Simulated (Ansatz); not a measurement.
C₂H₆AlBFN, relaxed with RKS PBE0-D4/def2-TZVP in Ansatz from a PBE-D4/def2-SVP geometry. The force threshold is 0.005 eV/Å; the program also tests the step.

Total charge 0; spin multiplicity 1. The bonds changed during the relaxation, so this is another structure than the one it started from.

Start:

```xyz
12

N     1.105   -0.506    1.024
C     0.886   -0.473   -0.489
B    -0.702   -0.752   -0.575
C    -1.464    0.527   -0.768
F    -2.800    0.709   -0.547
Al    0.248    1.186    0.280
H     0.694   -1.318    1.516
H     2.092   -0.422    1.302
H     1.630   -1.023   -1.088
H    -1.214   -1.763   -0.104
H    -1.081    1.263   -1.528
H     0.606    2.572    0.977
```

| step | energy (eV) | largest force (eV/Å) | largest move (Å) |
| --- | --- | --- | --- |
| 1 | -13642.8225 | 0.672 | 0.000 |
| 2 | -13642.8685 | 0.216 | 0.033 |
| 3 | -13642.8764 | 0.090 | 0.034 |
| 4 | -13642.8774 | 0.044 | 0.014 |
| 5 | -13642.8777 | 0.038 | 0.009 |
| 6 | -13642.8779 | 0.015 | 0.009 |
| 7 | -13642.8779 | 0.007 | 0.004 |
| 8 | -13642.8780 | 0.004 | 0.003 |

End:

```xyz
12

N     1.071   -0.485    1.020
C     0.883   -0.457   -0.496
B    -0.691   -0.758   -0.588
C    -1.438    0.524   -0.728
F    -2.770    0.696   -0.491
Al    0.260    1.177    0.286
H     0.647   -1.277    1.496
H     2.043   -0.411    1.299
H     1.625   -1.017   -1.052
H    -1.183   -1.779   -0.176
H    -1.099    1.229   -1.511
H     0.651    2.558    0.941
```

Hardware: 4 threads of a server CPU on a shared host. Wall time 22 s, peak host memory 0.67 GiB.
